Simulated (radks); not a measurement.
Isoelectronic series with 8 electrons, all held in the configuration [He] 2s2 2p4, which need not be the ground one along the series. Calculated with a radial shooting solver on a logarithmic mesh with Libxc functionals: Dirac Kohn-Sham, BLYP, spin-unpolarised, spherical densities, finite nucleus; open shells fill j = l - 1/2 first; Fermi nuclear charge, rms radius of each element as measured or else 0.836 A^(1/3) + 0.57 fm. Total energies (hartree) and orbital eigenvalues (eV):

| ion | E (hartree) | 2p3/2 | 2p1/2 | 2s1/2 |
|---|---|---|---|---|
| O | -75.08136 | -9.0058 | -9.0428 | -23.8257 |
| Ne2+ | -126.70592 | -54.7992 | -54.9358 | -77.9804 |
| Mg4+ | -192.46428 | -128.7659 | -129.1269 | -160.5931 |
| Si6+ | -272.37295 | -230.2829 | -231.0684 | -271.0261 |
| S8+ | -366.47501 | -359.1855 | -360.6895 | -409.1944 |
| Ar10+ | -474.82770 | -515.4137 | -518.0425 | -575.1520 |
| Ca12+ | -597.49979 | -698.9478 | -703.2392 | -769.0170 |
| Ti14+ | -734.57050 | -909.7885 | -916.4315 | -990.9496 |
| Cr16+ | -886.12967 | -1147.949 | -1157.804 | -1241.143 |
| Fe18+ | -1052.27748 | -1413.452 | -1427.572 | -1519.822 |
| Ni20+ | -1233.12519 | -1706.326 | -1725.978 | -1827.240 |
| Zn22+ | -1428.79444 | -2026.607 | -2053.295 | -2163.679 |
| Ge24+ | -1639.41911 | -2374.335 | -2409.826 | -2529.451 |
| Se26+ | -1865.14540 | -2749.557 | -2795.901 | -2924.901 |
| Kr28+ | -2106.13131 | -3152.323 | -3211.885 | -3350.401 |
| Sr30+ | -2362.54823 | -3582.688 | -3658.173 | -3806.361 |
| Zr32+ | -2634.58095 | -4040.712 | -4135.196 | -4293.222 |
| Mo34+ | -2922.42686 | -4526.462 | -4643.419 | -4811.461 |
| Ru36+ | -3226.30392 | -5040.005 | -5183.348 | -5361.598 |
